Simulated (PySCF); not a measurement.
# Correlation energy of Au⁶⁷⁺ (gold, charge +67)

Starting occupation: [Ne] 3s2. Computed with PySCF 2.14 in an uncontracted even-tempered set (17 s from 23 bohr⁻², ratio 2.4; 14 p from 30 bohr⁻², ratio 2.4; 4 d from 98 bohr⁻², ratio 2.6; 4 f from 150 bohr⁻², ratio 2.6), with X2C-1e with screened-nucleus spin-orbit coupling, Gaussian nucleus. Frozen: 1s2; 10 electrons correlated; the 46 highest virtual spinors left out.

MP2 pair energies summed by pair of shells (mhartree):

```json
{"pair": "3s1/2-3s1/2", "energy": "-113.14", "share (%)": "22.4"}
{"pair": "2p1/2-2p3/2", "energy": "-106.36", "share (%)": "21.0"}
{"pair": "2p3/2-2p3/2", "energy": "-99.94", "share (%)": "19.8"}
{"pair": "2p3/2-3s1/2", "energy": "-48.76", "share (%)": "9.6"}
{"pair": "2p3/2-2s1/2", "energy": "-44.89", "share (%)": "8.9"}
{"pair": "2p1/2-2p1/2", "energy": "-25.39", "share (%)": "5.0"}
{"pair": "2p1/2-2s1/2", "energy": "-24.65", "share (%)": "4.9"}
{"pair": "2p1/2-3s1/2", "energy": "-20.36", "share (%)": "4.0"}
{"pair": "2s1/2-2s1/2", "energy": "-12.31", "share (%)": "2.4"}
{"pair": "2s1/2-3s1/2", "energy": "-10.21", "share (%)": "2.0"}
```

Total MP2 correlation energy: -505.99 mhartree.

MP2 falls well short for the outer s pair, which is nearly degenerate with np².

At this charge the one-electron X2C treatment keeps the bare 1/r₁₂, with no two-electron picture change or Breit term. The effect here is smaller than on the frozen 1s shell.
